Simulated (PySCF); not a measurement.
Compound: C₄H₉P₂Si (doublet state).
Geometry (GFN2-xTB, Å), atoms numbered from 1 in this order:
```
atom  x, y, z in Å
C1     3.3721   -0.8651   -0.5475
C2     2.5218   -0.4159    0.1963
C3     1.5709    0.0535    1.0536
C4     0.3044   -0.6485    1.2936
Si5   -1.0084    0.0991    0.0801
P6    -3.0427   -0.6812    0.6789
P7    -0.9215    2.3167    0.4613
H8     4.1109   -1.2373   -1.1913
H9     1.7088    1.0264    1.5031
H10   -0.0467   -0.4896    2.3141
H11    0.3992   -1.7180    1.1131
H12   -0.6071   -0.2802   -1.2900
H13   -3.6372   -0.3783   -0.5325
H14   -2.7700   -1.9787    0.2855
H15    0.0171    2.5646   -0.5235
H16   -1.9792    2.6413   -0.3712
```

The hyperfine couplings belong to this conformer and change with its torsions.

Identity: `[SiH](C[CH]C#C)(P)P` [radical].

Computed, not measured: UKS B3LYP, pcH-1 on C H P Si, non-relativistic, mean-field spin-orbit, GIAO (PySCF 2.14.0). One conformer (not necessarily the lowest) at the GFN2-xTB geometry, without solvent, vibrations or thermal averaging. Couplings are sensitive to structure, and on GFN2-xTB geometries they can be far from those on DFT ones. No stability test was run, so a lower SCF solution isn't excluded.

(1) Break the g tensor into its mass correction, gauge correction and orbital-Zeeman/spin–orbit terms.

(2) What are the electron Larmor frequencies g μB B/h along the three axes at 330 mT?

(3) What effective moment and Curie constant follow for a powder?

(4) In a frozen sample, at which fields do the three g values resonate at 9.5, 34, 94 and 263 GHz (hyperfine left aside), and which band first spreads them over more than twice a line width of 1.0 mT?

## Answers

(1) 
```tsv
Δg (ppm)	1	2	3
relativistic mass correction	-149	-149	-149
gauge correction	-1	30	20
orbital Zeeman/spin–orbit	-103	744	1376
total	-254	624	1248
```

So g = 2.00207, 2.00294, 2.00357 and g_iso = 2.00286; the tensor is rhombic: the two nearest values differ by 42 % of g3 − g1. Axes: g2 points within 11° of the C3–C4 bond.

(2) 9.2471, 9.2511, 9.2540 GHz for g1, g2 and g3, a range of 6.9 MHz.

(3) With the mean of g² = 4.0114 and S(S+1) = 0.75: μ_eff = √(⟨g²⟩S(S+1)) = 1.735 μB and χT = 0.12505·⟨g²⟩·S(S+1) = 0.376 cm³ K/mol (cgs; spin-Hamiltonian part alone).

(4) 
```tsv
band	GHz	B(g3) mT	B(g2) mT	B(g1) mT	spread mT
X	9.5	338.77	338.88	339.03	0.25
Q	34.0	1212.45	1212.83	1213.36	0.91
W	94.0	3352.07	3353.11	3354.58	2.51
J	263.0	9378.65	9381.57	9385.68	7.03
```

The spread grows in proportion to the frequency. W band is the first where it exceeds 2.0 mT.

The largest Mulliken spin populations are on C3 (+0.73), C1 (+0.52) and C2 (-0.25). The positive populations add up to 1.35 and the negative ones to -0.35, together 2S = 1. The angles at C3 add up to 359.7°, so it is planar; its axial dipolar tensor and the negative coupling of its proton fit spin in a p orbital normal to that plane.

The HOMO–LUMO gaps are 5.19 eV among the α and 4.79 eV among the β orbitals.

Hardware: one thread, Arm Neoverse V1 (aarch64), shared host. Cost: 2.2 min of wall time (with the writing of density and orbital grids), 0.97 GiB resident at most.
